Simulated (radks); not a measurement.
Q: The lead ion Pb+, configuration [Hg] 6p1 (the NIST ground configuration). Method: scalar-relativistic Kohn-Sham, TASK exchange with Perdew-Wang LDA correlation, spin-unpolarised, spherical densities, finite nucleus; meta-GGA in the generalised Kohn-Sham scheme; Fermi nuclear charge, rms radius 5.5012 fm; computed with a radial shooting solver on a logarithmic mesh with Libxc functionals. Some entries of the table are withheld. Estimate them.

orbital  occ.  eigenvalue (hartree)  <1/r> (bohr^-1)
1s          2             -3241.217            101.3
2s          2             -581.4096            23.79
2p          6             -498.9210              (1)
3s          2             -140.2997            8.825
3p          6             -116.5702            7.982
3d         10             -92.23483            7.485
4s          2             -32.27080            3.799
4p          6             -24.45391            3.416
4d         10                   (2)            3.070
5s          2              -5.77054              (3)
4f         14              -5.26620            2.676
5p          6              -3.57806            1.365
5d         10              -1.10500              (4)
6s          2              -0.75023           0.5791
6p          1              -0.34424           0.4445

A: 
(1) 2p <1/r> (bohr^-1): 20.90
(2) 4d eigenvalue (hartree): -15.34703
(3) 5s <1/r> (bohr^-1): 1.596
(4) 5d <1/r> (bohr^-1): 1.017
